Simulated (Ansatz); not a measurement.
**A family of molecules: the dipole moment**

One atom is swapped for its congeners: Ti(CH3)(OH)3; Zr(CH3)(OH)3; Hf(CH3)(OH)3. All are singlets with charge 0.

Shapes, held fixed at every level: PBE0-D4/def2-TZVP. Flexible molecules stand in one conformer, not always the lowest. Programs: Ansatz 0.2.0. Values in D.

| level | Ti(CH3)(OH)3 | Hf(CH3)(OH)3 |
| --- | --- | --- |
| PBE-D4/def2-TZVPP | 2.65 | 2.25 |
| r2SCAN-D4/def2-TZVPP | 2.66 | 2.28 |
| B3LYP-D4/def2-TZVPP | 2.65 | 2.31 |
| wB97M-V/def2-TZVPP | 2.66 | 2.42 |

(1) Estimate the column for Zr(CH3)(OH)3 from its neighbours.

Results:

(1) The mean of the neighbours at wB97M-V/def2-TZVPP is 2.54 D, against 2.55 from the run. All rows: PBE-D4/def2-TZVPP 2.41; r2SCAN-D4/def2-TZVPP 2.42; B3LYP-D4/def2-TZVPP 2.44; wB97M-V/def2-TZVPP 2.55 D. At wB97M-V/def2-TZVPP the dipole moment falls at every step, from 2.66 to 2.42 D. Every level shows the same order. For atoms past krypton def2 sets carry core potentials with scalar relativity.
